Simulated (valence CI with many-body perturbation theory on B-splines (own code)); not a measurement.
Forbidden lines of Pt27+

Level of theory: relativistic CI+MBPT: five valence electrons over a frozen Dirac-Fock core [Kr] 4d10, a basis of 7 s, 7 p, 7 d, 7 f, 4 g, 2 h functions for each j, with the one-electron correlation potential Σ1, the two-electron term Σ2, the three-electron term Σ3, Breit, model QED; selected CI, second order for the rest (own B-spline code, finite nucleus).

No measured spectrum was set against this ion. As an estimate, large intervals hold to a few tenths of a per cent, small ones and those within an open d or f shell to about a per cent. Core correlation moves these levels by up to 4500 cm⁻¹, and in measured spectra 5 to 20 % of such shifts remained as error; rates that hang on mixing are uncertain with them. Among the levels kept, up to 790 cm⁻¹ of a level comes from second order outside the variational space, and about a tenth of that is noise between levels of different J, which matters for small intervals. Only levels of the ground parity were solved; by the run's estimate the other parity begins above the list, which can be wrong where configurations are misplaced.

Lines 1 to 50 of 119 in falling wavelength, among levels below 15.518 eV, chosen from the decays that carry over 1 % of a level's rate. Wavelengths and rates use the calculated energies. S is in atomic units (e²a₀⁴ for E2 and M2, e²a₀⁶ for E3), for M1 in squared Bohr magnetons. Weak lines are less certain than strong ones. Lines between different terms over intervals too small for the method are left out, as are lines whose strength nearly cancels. Where a level lies close to another of its J and parity, the split of strength between their lines is uncertain.

Names give the largest LS component (configuration and term), which can be under half, so a name can repeat, a term be missing and a line seem to break the LS rules; names also repeat where a configuration has a term twice. Letters in brackets count levels of one name in rising energy.

| λ vac (nm) | Upper | Lower | Type | A (s⁻¹) | S (a.u.) |
| --- | --- | --- | --- | --- | --- |
| 4179 | 4f5 6F°_1/2 | 4f5 6F°_3/2 | M1 | 1.59e+00 | 8.58e+00 |
| 1921 | 4f5 4M°_21/2 | 4f5 4M°_19/2 | M1 | 2.42e+00 | 1.40e+01 |
| 1287 | 4f5 6H°_13/2 | 4f5 6H°_11/2 | M1 | 2.74e+01 | 3.03e+01 |
| 1201 | 4f5 4L°_17/2 | 4f5 4M°_19/2 | M1 | 5.12e-01 | 5.91e-01 |
| 1149 | 4f5 4F°_3/2 | 4f5 6F°_5/2 [b] | M1 | 1.59e+01 | 3.57e+00 |
| 1005 | 4f5 4L°_17/2 | 4f5 4L°_15/2 | M1 | 1.66e+01 | 1.13e+01 |
| 941.6 | 4f5 6H°_11/2 | 4f5 6H°_9/2 | M1 | 9.67e+01 | 3.59e+01 |
| 911.7 | 4f5 6F°_11/2 | 4f5 6F°_9/2 | M1 | 3.48e+01 | 1.17e+01 |
| 816.0 | 4f5 4M°_19/2 | 4f5 4M°_17/2 | M1 | 5.29e+01 | 2.13e+01 |
| 802.9 | 4f5 6P°_3/2 | 4f5 4P°_5/2 | M1 | 4.48e+01 | 3.44e+00 |
| 797.2 | 4f5 6F°_9/2 | 4f5 6F°_7/2 | M1 | 9.17e+01 | 1.72e+01 |
| 777.9 | 4f5 4G°_9/2 [a] | 4f5 4G°_7/2 [a] | M1 | 5.94e+01 | 1.04e+01 |
| 761.5 | 4f5 6F°_5/2 [a] | 4f5 6H°_7/2 | M1 | 1.08e+01 | 1.06e+00 |
| 715.1 | 4f5 6H°_9/2 | 4f5 6H°_7/2 | M1 | 2.36e+02 | 3.20e+01 |
| 714.8 | 4f5 6F°_7/2 | 4f5 6H°_9/2 | M1 | 9.01e+00 | 9.76e-01 |
| 673.7 | 4f5 6F°_7/2 | 4f5 6F°_5/2 [a] | M1 | 1.72e+02 | 1.56e+01 |
| 668.8 | 4f5 4P°_5/2 | 4f5 6F°_5/2 [b] | M1 | 5.01e+01 | 3.34e+00 |
| 628.4 | 4f5 6F°_9/2 | 4f5 6H°_11/2 | M1 | 5.33e+00 | 4.91e-01 |
| 625.3 | 4f5 4I°_9/2 [a] | 4f5 6F°_9/2 | M1 | 1.62e+01 | 1.47e+00 |
| 613.7 | 4f5 4M°_17/2 | 4f5 4M°_15/2 | M1 | 8.24e+01 | 1.27e+01 |
| 604.1 | 4f5 4M°_15/2 | 4f5 4I°_15/2 | M1 | 2.30e+02 | 3.01e+01 |
| 575.1 | 4f5 6H°_7/2 | 4f5 6H°_5/2 | M1 | 3.44e+02 | 1.94e+01 |
| 574.3 | 4f5 6F°_5/2 [b] | 4f5 6F°_7/2 | M1 | 6.72e+01 | 2.83e+00 |
| 553.9 | 4f5 4M°_15/2 | 4f5 6H°_13/2 | M1 | 7.02e+01 | 7.07e+00 |
| 534.7 | 4f5 6P°_3/2 | 4f5 4F°_3/2 | M1 | 1.27e+01 | 2.87e-01 |
| 534.7 | 4f5 2K°_15/2 | 4f5 4M°_17/2 | M1 | 5.21e+01 | 4.72e+00 |
| 529.0 | 4f5 4G°_7/2 [a] | 4f5 6F°_5/2 [b] | M1 | 2.25e+02 | 9.87e+00 |
| 523.3 | 4f5 6F°_11/2 | 4f5 6H°_13/2 | M1 | 3.95e+00 | 2.52e-01 |
| 494.9 | 4f5 4L°_15/2 | 4f5 4L°_13/2 | M1 | 2.39e+02 | 1.72e+01 |
| 485.8 | 4f5 4L°_17/2 | 4f5 4M°_17/2 | M1 | 9.12e+00 | 6.98e-01 |
| 484.5 | 4f5 4G°_9/2 [a] | 4f5 4I°_9/2 [a] | M1 | 3.58e+01 | 1.51e+00 |
| 461.8 | 4f5 4F°_5/2 | 4f5 4P°_5/2 | M1 | 4.67e+01 | 1.02e+00 |
| 429.6 | 4f5 4L°_13/2 | 4f5 4I°_15/2 | M1 | 9.56e+00 | 3.93e-01 |
| 420.6 | 4f5 4G°_7/2 [a] | 4f5 6F°_9/2 | M1 | 6.63e+01 | 1.46e+00 |
| 407.9 | 4f5 4I°_9/2 [b] | 4f5 4K°_11/2 | M1 | 1.50e+01 | 3.77e-01 |
| 404.9 | 4f5 4H°_11/2 | 4f5 4K°_11/2 | M1 | 9.54e+01 | 2.82e+00 |
| 403.6 | 4f5 4L°_13/2 | 4f5 6H°_13/2 | M1 | 3.01e+02 | 1.03e+01 |
| 392.8 | 4f5 4H°_11/2 | 4f5 4L°_13/2 | M1 | 1.16e+01 | 3.14e-01 |
| 389.7 | 4f5 4G°_9/2 [a] | 4f5 6F°_11/2 | M1 | 3.31e+01 | 7.26e-01 |
| 385.8 | 4f5 4I°_9/2 [b] | 4f5 4I°_9/2 [a] | M1 | 1.31e+02 | 2.80e+00 |
| 381.6 | 4f5 4K°_13/2 | 4f5 4K°_11/2 | M1 | 3.80e+02 | 1.10e+01 |
| 376.9 | 4f5 6F°_9/2 | 4f5 6H°_9/2 | M1 | 1.34e+01 | 2.66e-01 |
| 372.0 | 4f5 6F°_11/2 | 4f5 6H°_11/2 | M1 | 2.30e+00 | 5.26e-02 |
| 371.3 | 4f5 4L°_15/2 | 4f5 4M°_15/2 | M1 | 1.73e+02 | 5.27e+00 |
| 370.8 | 4f5 4K°_13/2 | 4f5 4L°_13/2 | M1 | 1.69e+02 | 4.48e+00 |
| 364.9 | 4f5 6P°_3/2 | 4f5 6F°_5/2 [b] | M1 | 5.78e+01 | 4.16e-01 |
| 358.4 | 4f5 4F°_5/2 | 4f5 4F°_3/2 | M1 | 5.97e+02 | 6.11e+00 |
| 357.5 | 4f5 6F°_7/2 | 4f5 6H°_7/2 | M1 | 9.40e+01 | 1.27e+00 |
| 353.7 | 4f5 2K°_15/2 | 4f5 4L°_13/2 | M1 | 2.14e+01 | 5.62e-01 |
| 350.5 | 4f5 4I°_9/2 [a] | 4f5 6F°_7/2 | M1 | 2.13e+01 | 3.40e-01 |
